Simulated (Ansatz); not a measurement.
Name a neutral molecule of C, Cl, O, W and H with ideal-gas entropy at 298 K and 1 bar (rigid rotor, harmonic PBE0-D4/def2-TZVP) between 485 and 501 J/(mol·K) and HOMO energy (ωB97M-V/def2-TZVPP) between -10.80 and -10.50 eV (Ansatz, PBE0-D4/def2-TZVP geometry).

`C[O][W]([Cl])([Cl])([Cl])([Cl])[O]C` (497 J/(mol·K), -10.60 eV). Other molecules can fit too; these were computed, each in one conformer that needn't be the lowest.
